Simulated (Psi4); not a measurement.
ClO, doublet, at a GFN2-xTB geometry; TPSS/def2-SVP run with Psi4 1.11.

Psi4 was given this input:
```
memory 2 GB

molecule mol {
0 2
Cl   -0.000000   -0.000000   -0.492816
O     0.000000    0.000000    1.047235
}

set {
  basis def2-svp
  reference uks
  soscf true
}

energy('tpss')
print_variables()
```

The log (banner, timings and long lists left out):

```
   => Loading Basis Set <=

    Name: DEF2-SVP
    Role: ORBITAL
    Keyword: BASIS

         ---------------------------------------------------------
                                   SCF
               by Justin Turney, Rob Parrish, Andy Simmonett
                          and Daniel G. A. Smith
                              UKS Reference
         ---------------------------------------------------------

  ==> Geometry <==

    Molecular point group: c2v
    Full point group: C_inf_v

    Geometry (in Angstrom), charge = 0, multiplicity = 2:

       Center              X                  Y                   Z               Mass
    ------------   -----------------  -----------------  -----------------  -----------------
         CL           0.000000000000     0.000000000000    -0.483343079977    34.968852682000
         O            0.000000000000     0.000000000000     1.056707920023    15.994914619570

  Running in c2v symmetry.

  Rotational constants: A = ************  B =      0.64763  C =      0.64763 [cm^-1]
  Rotational constants: A = ************  B =  19415.34927  C =  19415.34927 [MHz]
  Nuclear repulsion =   46.730985305759354

  Charge       = 0
  Multiplicity = 2
  Electrons    = 25
  Nalpha       = 13
  Nbeta        = 12

  ==> Algorithm <==

  SCF Algorithm Type is DF.
  DIIS enabled.
  MOM disabled.
  Fractional occupation disabled.
  Guess Type is SAD.
  Energy threshold   = 1.00e-06
  Density threshold  = 1.00e-06
  Integral threshold = 1.00e-12

  ==> Primary Basis <==

  Basis Set: DEF2-SVP
    Blend: DEF2-SVP
    Number of shells: 14
    Number of basis functions: 32
    Number of Cartesian functions: 34
    Spherical Harmonics?: true
    Max angular momentum: 2

  ==> DFT Potential <==

   => LibXC <=

    Version 7.1.2
    S. Lehtola, C. Steigemann, M. J. T. Oliveira, and M. A. L. Marques,  SoftwareX 7, 1–5 (2018) (10.1016/j.softx.2017.11.002)

   => Composite Functional: TPSS <=

    TPSS Meta-GGA XC Functional

    J. Tao, et al., Phys. Rev. Lett., 91, 146401, 2003

    Deriv               =              1
    GGA                 =           TRUE
    Meta                =           TRUE

    Exchange Hybrid     =          FALSE
    MP2 Hybrid          =          FALSE

   => Exchange Functionals <=

    1.0000   XC_MGGA_X_TPSS

   => Correlation Functionals <=

    1.0000   XC_MGGA_C_TPSS

   => LibXC Density Thresholds  <==

    XC_MGGA_C_TPSS:  1.00E-15
    XC_MGGA_X_TPSS:  1.00E-15

   => Molecular Quadrature <=

[...]
     A1        16      16
     A2         2       2
     B1         7       7
     B2         7       7
   -------------------------
    Total      32      32
   -------------------------

  ==> Iterations <==

                           Total Energy        Delta E     RMS |[F,P]|

   @DF-UKS iter SAD:  -535.04837898600078   -5.35048e+02   0.00000e+00
   @DF-UKS iter   1:  -534.95170390867179    9.66751e-02   3.23297e-02 ADIIS/DIIS
   @DF-UKS iter   2:  -534.21989329372843    7.31811e-01   7.20648e-02 ADIIS/DIIS
   @DF-UKS iter   3:  -535.07029828001214   -8.50405e-01   1.80597e-02 ADIIS/DIIS
   @DF-UKS iter   4:  -535.11963059156074   -4.93323e-02   1.31685e-03 ADIIS/DIIS

Traceback (most recent call last):
  File "psi4", line 375, in <module>
  File "<string>", line 24, in <module>
  File "site-packages/psi4/driver/driver.py", line 533, in energy
  File "site-packages/psi4/driver/procrouting/proc.py", line 2760, in run_scf
  File "site-packages/psi4/driver/procrouting/proc.py", line 2047, in scf_helper
  File "site-packages/psi4/driver/procrouting/scf_proc/scf_iterator.py", line 86, in scf_compute_energy
  File "site-packages/psi4/driver/procrouting/scf_proc/scf_iterator.py", line 458, in scf_iterate

RuntimeError:
Fatal Error: Vx: UKS does not support rotated V builds for MGGA's
The most recent 5 function calls were:

psi::PsiException::PsiException(std::__cxx11::basic_string<char, std::char_traits<char>, std::allocator<char> >, char const*, int)

Printing out the relevant lines from the Psithon --> Python processed input file:
    ""","mol")
    core.IO.set_default_namespace("mol")
    core.set_global_option("BASIS", "def2-svp")
    core.set_global_option("REFERENCE", "uks")
    core.set_global_option("SOSCF", "true")
--> energy('tpss')
    print_variables()

!----------------------------------------------------------------------------------!
!                                                                                  !
! Fatal Error: Vx: UKS does not support rotated V builds for MGGA's                !
! The most recent 5 function calls were:                                           !
! psi::PsiException::PsiException(std::__cxx11::basic_string<char,                 !
!     std::char_traits<char>, std::allocator<char> >, char const*, int)            !
!                                                                                  !
!----------------------------------------------------------------------------------!
```

The program stopped with an error.
